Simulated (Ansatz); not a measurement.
`Cl[C]1=[CH][AlH]1` + H–F → `F[C]1=[CH][AlH]1` + HCl  (substitution at a C–Cl bond)

Computed with Ansatz on PBE0-D4/def2-TZVP structures; ΔE is electronic, products minus reactants. CCSD(T)/CBS is the MP2 limit (def2-TZVPP, def2-QZVPP) plus CCSD(T) − MP2 in def2-TZVPP, frozen cores. This one scheme is used for every species. Functionals use def2-TZVPP.

`Cl[C]1=[CH][AlH]1`:

Z-matrix (Å, degrees):
```
C
C 1 1.359
Al 1 1.856 2 68.9
Cl 1 1.720 2 128.2 3 180.0
H 2 1.087 1 128.8 3 180.0
H 3 1.569 1 158.7 2 180.0
```

H–F:

Z-matrix (Å, degrees):
```
F
H 1 0.920
```

`F[C]1=[CH][AlH]1`:

```xyz
6

F     1.538    1.381   -0.600
C     0.538    0.541   -0.342
C     0.303   -0.132    0.812
Al   -0.984   -0.505   -0.488
H     0.867   -0.126    1.741
H    -2.262   -1.159   -1.124
```

HCl:

Cartesian coordinates in Å:
```
Cl -0.385 0.510 0.013
H 0.385 -0.510 -0.013
```

| level | ΔE (eV) |
| --- | --- |
| revPBE-D4 | 0.25 |
| r2SCANh-D4 | 0.20 |
| BHLYP-D4 | 0.19 |
| BHLYP | 0.14 |
| MP2/def2-SVP | 0.14 |
| CCSD/def2-SVP | 0.04 |
| CCSD(T)/def2-SVP | 0.04 |
| CCSD/def2-TZVPP | 0.21 |

(1) What does CCSD(T)/CBS give? (Best estimate.)

Largest T1 diagnostic among the species: 0.015.

## Answers

(1) Ansatz gave: +0.31 eV. The listed levels differ from it by -0.06, -0.11, -0.12, -0.17, -0.17, -0.27, -0.27, -0.10 eV.

At CCSD(T), def2-SVP lies −0.26 eV from the extrapolated value and def2-TZVPP −0.06 eV. Leaving LDA and LC-ωPBE aside and taking each functional with its dispersion term where it has one, the values, not all of them listed here, spread over 0.15 eV, from CAM-B3LYP-D4 to PBE-QIDH.
